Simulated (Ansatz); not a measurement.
Reaction (formal exchange of groups at a C–C bond): `CC[AsH][SiH3]` + `[CH3][Cd][NH2]` → `C[CH2][Cd][NH2]` + `C[AsH][SiH3]`

Gas-phase electronic energies from Ansatz, PBE0-D4/def2-TZVP geometries. CBS: MP2 limit from def2 TZ/QZ plus the TZ coupled-cluster correction, frozen cores. DFT in def2-TZVPP. Elements past krypton have def2 core potentials. For As, Cd outer-core shells are correlated without core-valence functions, which leaves a few kJ/mol of doubt a bond. Scalar relativity is left out up to krypton. Each species was taken in one conformer, which may not be the lowest.

```tsv
level	ΔE (kcal/mol)
r2SCANh-D4	3.6
r2SCANh	3.5
```

Q: What does CCSD(T)/CBS give? (An estimate is asked.)

A: Ansatz gave: +4.0 kcal/mol. The listed levels differ from it by -0.4, -0.5 kcal/mol.

Largest T1 diagnostic among the species: 0.013.

At CCSD(T), def2-SVP lies −1.0 kcal/mol from the extrapolated value and def2-TZVPP −0.3 kcal/mol. From BLYP to BHLYP (50 % exact exchange), in def2-TZVPP and without D4, ΔE moves by +0.8 kcal/mol. Leaving LDA and LC-ωPBE aside and taking each functional with its dispersion term where it has one, the values, not all of them listed here, spread over 0.7 kcal/mol, from BLYP-D4 to ωB97M-V. LDA lies +0.8 kcal/mol from PBE without D4.
